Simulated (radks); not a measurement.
Values are calculated unless marked as measured or tabulated.
Ionisation of the iridium ion Ir30+, [Kr] 4d10 4f1, to [Kr] 4d10 as the strength of local exchange is varied. Code: a radial shooting solver on a logarithmic mesh with Libxc functionals. Model: Dirac Kohn-Sham, Slater X-alpha exchange (alpha = 2/3 is LDA exchange), no correlation, spin-unpolarised, spherical densities, finite nucleus; open shells fill j = l - 1/2 first; Fermi nuclear charge, rms radius 5.4032 fm.

alpha,E(Ir30+) (hartree),exchange (hartree),IE (eV),-e of the level emptied (eV),<r> of it (bohr)
0.588,-17361.3637,-254.6430,1054.5,1026.7 (4f5/2),0.4052
0.657,-17391.2661,-284.9210,1061.9,1034.0 (4f5/2),0.4037
0.667,-17395.6032,-289.3160,1063.0,1035.1 (4f5/2),0.4035
0.812,-17458.5899,-353.2406,1078.6,1050.6 (4f5/2),0.4005
0.829,-17465.9866,-360.7593,1080.4,1052.5 (4f5/2),0.4002
0.937,-17513.0365,-408.6435,1092.2,1064.1 (4f5/2),0.3980

NIST Atomic Spectra Database: 1080 +/- 50 eV (theoretical). The Delta-SCF value meets it near alpha = 0.82. Spin polarisation and multiplet splitting are left out, so open shells lie too high by an amount that depends on their filling.

Beside tabulated values, note that spin-unpolarised runs miss the spin-polarisation part of the exchange energy of open shells.
